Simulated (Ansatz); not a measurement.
Geometry optimisation, Ansatz, RKS PBE0/def2-SVP.

The input (input.yaml):

```yaml
crystal:
  periodic: [false, false, false]
  atoms:
    - { symbol: B, position_ang: [0.102573, -0.522381, -0.230606] }
    - { symbol: F, position_ang: [-0.254092, 0.400952, 2.092771] }
    - { symbol: H, position_ang: [1.118952, 0.104889, -0.377883] }
    - { symbol: F, position_ang: [-1.06213, -0.056894, -0.658213] }
    - { symbol: "N", position_ang: [0.138211, -1.885072, 0.340472] }
    - { symbol: H, position_ang: [-0.670466, -2.492571, 0.27915] }
    - { symbol: H, position_ang: [1.015667, -2.366839, 0.483699] }
    - { symbol: H, position_ang: [-0.177715, -0.521585, 2.103611] }
basis:
  gaussian: { orbitals: def2-SVP }
hamiltonian:
  xc: pbe0
relax:
  f_tol: 0.03
  max_steps: 50
```

Run as:

```bash
$ ansatz run input.yaml --threads 1 --pin off --max-ram 2048MiB --backend cpu --events-out ev --progress --plain --runs-dir out
```

**Question.** Where does it end, and by what steps?

**Answer.** The forces met the threshold. After 6 steps the energy has fallen by 0.183 eV; F2 moved furthest, 0.42 Å.

| step | energy less start (eV) | largest force component (eV/Å) | accepted |
| --- | --- | --- | --- |
| 0 | 0.0000 | 2.158 | yes |
| 1 | -0.1073 | 1.408 | yes |
| 2 | -0.1437 | 1.166 | yes |
| 3 | -0.1719 | 0.348 | yes |
| 4 | -0.1746 | 0.296 | yes |
| 5 | -0.1815 | 0.235 | yes |
| 6 | -0.1831 | 0.025 | yes |

```xyz
8
Properties=species:S:1:pos:R:3
B 0.111 -0.539 -0.350
F -0.240 0.130 2.413
H 1.129 0.078 -0.532
F -1.037 -0.103 -0.853
N 0.108 -1.731 0.410
H -0.701 -2.344 0.415
H 0.975 -2.197 0.648
H -0.134 -0.634 1.882
```

Whether the end is a true minimum wasn't checked by a vibrational analysis.

Run time: 16 s on 1 thread of Arm Neoverse V2 (shared host), peak memory 0.13 GiB.
